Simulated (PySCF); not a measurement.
# One molecule, several mistakes: BH4NOSi

These are calculations, not measurements. They come from PySCF 2.14.0, an open-source quantum chemistry program, on an isolated molecule that a program drew, which may never have been made. The molecule is BH4NOSi (charge 0, singlet), drawn as the SMILES string `BN[Si]O`.

Each row is a Hartree-Fock (HF) and frozen-core CCSD(T) single point in the cc-pV(D+d)Z basis, meant for a local HF minimum. Run 1 is clean. Each other run has one planted mistake out of seven kinds, and not every kind appears here: one electron removed, one electron added, multiplicity raised by two, geometry at a saddle point, minimal basis STO-3G, one bond length entered in bohr, all coordinates scaled. The reference is restricted for singlets and unrestricted otherwise, and also for a bond in bohr. Adding or removing an electron swaps singlet and doublet. Electrons count all cores. HOMO and LUMO are orbital energies over both spins, the gradient is its largest component, and the lowest frequency (negative if imaginary) is given only where the gradient is small. Bond lengths are over the 7 bonds as drawn. T1 is the CCSD diagnostic: over 0.02 (restricted) or 0.045 (unrestricted) a single reference is doubtful.

Geometry of the clean run:
```xyz
8
BH4NOSi, angstrom
B    -1.2382    1.6103    0.5570
N    -1.3809    0.5578    1.4874
Si   -0.2953   -0.7233    2.0235
O     1.0624   -0.4390    1.1444
H    -2.1429    2.3748    0.3603
H    -0.2079    1.7522   -0.0487
H    -2.2772    0.5216    1.9429
H     1.1280    0.2759    0.5259
```

| run | electrons | basis functions | <S^2> | HOMO (eV) | LUMO (eV) | gradient (hartree/bohr) | lowest frequency (cm^-1) | mean bond (Å) | longest bond (Å) | T1 | HF (hartree) | CCSD(T) (hartree) | mistake |
|---|---|---|---|---|---|---|---|---|---|---|---|---|---|
| 1 | 38 | 85 | 0.000 | -9.49 | 1.84 | 1.6e-05 | 146 | 1.3107 | 1.763 | 0.0158 | -445.34212 | -445.91724 | no fault |
| 2 | 39 | 85 | 0.807 | 0.49 | 8.16 | 4.2e-02 | - | 1.3107 | 1.763 | 0.0288 | -445.29825 | -445.88802 | one electron added |
| 3 | 38 | 85 | 2.003 | -6.86 | 0.17 | 2.3e-02 | - | 1.3107 | 1.763 | 0.0200 | -445.25692 | -445.80393 | multiplicity raised by two |
| 4 | 37 | 85 | 0.756 | -17.58 | -7.38 | 7.5e-02 | - | 1.3107 | 1.763 | 0.0199 | -445.03358 | -445.57780 | one electron removed |
| 5 | 38 | 28 | 0.000 | -6.96 | 6.57 | 3.6e-02 | - | 1.3107 | 1.763 | 0.0250 | -439.93473 | -440.14491 | ? |
| 6 | 38 | 85 | 0.621 | -9.10 | 1.49 | 2.1e-02 | - | 1.4633 | 2.269 | 0.0596 | -445.22010 | -445.79771 | ? |

**Which mistake was planted in run 5, and what did it cost?**

It has 28 basis functions where the clean run has 85, with the same electrons and geometry. So the mistake is: minimal basis STO-3G. Subtracting run 1 and multiplying by 627.51 kcal/mol a hartree, the energy moved by 3393.2 kcal/mol in HF and 3622.2 kcal/mol in CCSD(T).

**Which mistake was planted in run 6, and what did it cost?**

The mean bond changes by a factor of 1.116 and the longest by 1.287, so the molecule wasn't scaled as a whole. A length L in bohr read as angstrom grows by (1/0.5292 - 1) L = 0.890 L. The 7 bonds together grew by 7 x 0.1526 = 1.068 Å, which gives L = 1.201 Å. That is the length of one of the B-H bonds, 1.201 Å in the clean geometry. So the mistake is: one bond length entered in bohr. Subtracting run 1 and multiplying by 627.51 kcal/mol a hartree, the energy moved by 76.6 kcal/mol in HF and 75.0 kcal/mol in CCSD(T).

Cautions from the logs. Run 2: the HOMO is above zero, so the electron isn't bound and the energy depends on the basis; run 5: T1 is over the limit, so its CCSD(T) energy is less reliable; run 6: T1 is over the limit, so its CCSD(T) energy is less reliable.
